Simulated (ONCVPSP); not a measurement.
**An all-electron radial function and its pseudo partner (Li)**

Columns: radius, all-electron u(r) and pseudo u(r) of the 2s shell (level -2.87 eV) of lithium in the configuration [He] 2s1; PBE, scalar-relativistic, ONCV scheme, ONCVPSP 4.0.1.

```tsv
r (bohr)	all-electron	pseudo
0.113	-0.1304	0.0136
0.226	-0.1819	0.0277
0.339	-0.1861	0.0427
0.452	-0.1621	0.0589
0.565	-0.1220	0.0768
0.678	-0.0732	0.0964
0.791	-0.0204	0.1180
0.904	0.0332	0.1414
1.017	0.0859	0.1667
1.130	0.1363	0.1936
1.243	0.1838	0.2219
1.356	0.2278	0.2509
1.469	0.2681	0.2805
1.582	0.3047	0.3102
1.695	0.3376	0.3395
1.808	0.3673	0.3678
1.921	0.3943	0.3944
2.034	0.4186	0.4186
2.147	0.4400	0.4400
2.260	0.4585	0.4585
2.373	0.4744	0.4744
2.486	0.4875	0.4875
2.599	0.4982	0.4982
2.712	0.5066	0.5066
2.825	0.5127	0.5127
2.938	0.5168	0.5168
```

Q: How many radial nodes do the two functions have?

A: The all-electron 2s function has n − l − 1 = 1; the pseudo-wave has 0, since the states of the same l below it are removed with the core.

Q: At about which radius was the pseudo-wave matched?

A: 2.26 bohr. The columns agree to 0.0005 from 1.92 bohr on; several derivatives are matched, so the curves merge somewhat inside the radius.

Q: Is the pseudo-wave norm-conserving?

A: Yes: the ONCV scheme keeps the norm inside the radius equal to the all-electron one, which fixes the energy derivative of the logarithmic derivative at the level.
